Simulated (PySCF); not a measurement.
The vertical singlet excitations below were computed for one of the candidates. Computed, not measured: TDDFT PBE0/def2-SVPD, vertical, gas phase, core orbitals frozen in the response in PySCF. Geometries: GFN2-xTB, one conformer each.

```tsv
state	E (eV)	λ (nm)	f
S1	6.08	204.1	0.0073
S2	6.59	188.2	0.020
S3	6.71	184.8	0.013
S4	6.90	179.8	0.162
S5	7.21	172.0	0.088
S6	7.57	163.9	0.035
```

Problem. Which candidate is it? All have the formula C6H9FO.
A. `C1[C@@](C=C)(OCC1)F`
B. `[C@@H]1(F)CC(=CC1)OC`
C. `FC[C@@H]1CC[C@@H]2O[C@H]12`
D. `C/C=C(\CC)C(=O)F`

Solution. B. Its S1 lies at 6.08 eV; the nearest of the others has S1 at 5.24 eV. S1 is HOMO→LUMO (97%). Löwdin shares by element: HOMO carbon 63% or more, oxygen 20% (atoms not listed hold the other 18%); LUMO carbon 32% or more, hydrogen 16% or more (atoms not listed hold the other 53%). At the same level the other candidates give, for their lowest levels:
- `C=C[C@]1(F)CCCO1`: 7.13 eV (f 0.006); 7.45 eV (f 0.142); 7.56 eV (f 0.197); 7.83 eV (f 0.015); 7.91 eV (f 0.098); T1 4.45 eV; HOMO -7.86, LUMO 0.03 eV
- `FC[C@@H]1CC[C@@H]2O[C@H]12`: 7.46 eV (f 0.006); 7.82 eV (f 0.012); 8.01 eV (f 0.011); 8.05 eV (f 0.026); 8.22 eV (f 0.002); T1 7.31 eV; HOMO -7.82, LUMO 0.72 eV
- `C/C=C(\CC)C(=O)F`: 5.24 eV (f 0.000); 5.85 eV (f 0.388); 6.76 eV (f 0.000); 6.97 eV (f 0.002); 7.26 eV (f 0.006); T1 3.55 eV; HOMO -7.96, LUMO -1.71 eV
Triplets come from the Tamm–Dancoff approximation.

Without π bonds the low states may be Rydberg-like; a valence basis with one diffuse set may place them up to an eV too high.
